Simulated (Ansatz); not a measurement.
Stepwise reaction of `[F][Cd][F]` with ammonia, as a gas-phase model of exchange steps in deposition or etching. ΔE in kJ/mol; ΔG adds harmonic PBE0-D4 terms to CCSD(T)/CBS, at 1 bar.

Program: Ansatz. Geometries: PBE0-D4/def2-TZVP. ΔE: electronic, gas phase. CCSD(T)/CBS is the MP2 limit (def2-TZVPP, def2-QZVPP) plus CCSD(T) − MP2 in def2-TZVPP, frozen cores. This one scheme is used for every species. Functionals use def2-TZVPP. B3LYP here is the variant with VWN-RPA as its local correlation; programs differ in this. def2 core potentials past Kr. For Cd outer-core shells are correlated without core-valence functions, which leaves a few kJ/mol of doubt a bond. One conformer a species, not always the lowest.

| step | reaction | PBE-D4 | B3LYP-D4 | ωB97M-V | CCSD(T)/CBS | ΔG(400 K) |
| --- | --- | --- | --- | --- | --- | --- |
| 2 | `[NH2][Cd][F]` + NH₃ → `[NH2][Cd][NH2]` + H–F | 53.2 | 57.7 | 55.4 | 48.7 | 47.7 |

**Question.** Give the row of step 1, `[F][Cd][F]` + NH₃ → `[NH2][Cd][F]` + H–F. (Estimate.)

**Answer.** The calculation gave: 
| step | reaction | PBE-D4 | B3LYP-D4 | ωB97M-V | CCSD(T)/CBS | ΔG(400 K) |
| --- | --- | --- | --- | --- | --- | --- |
| 1 | `[F][Cd][F]` + NH₃ → `[NH2][Cd][F]` + H–F | 32.5 | 37.7 | 38.6 | 31.8 | 23.0 |

**Question.** By hand: ΔE of the 2 steps together at CCSD(T)/CBS.

**Answer.** (31.8) + (48.7) = 80.5 kJ/mol, or 40.2 kJ/mol a step.

In ΔE each step is higher than the one before. All are uphill at CCSD(T)/CBS. ΔG lies between 23.0 and 47.7 kJ/mol a step. PBE-D4 differs from CCSD(T)/CBS by 0.7 to 4.5 kJ/mol a step. Isolated molecules leave out the surface, adducts and barriers. Largest T1 diagnostic: 0.018.
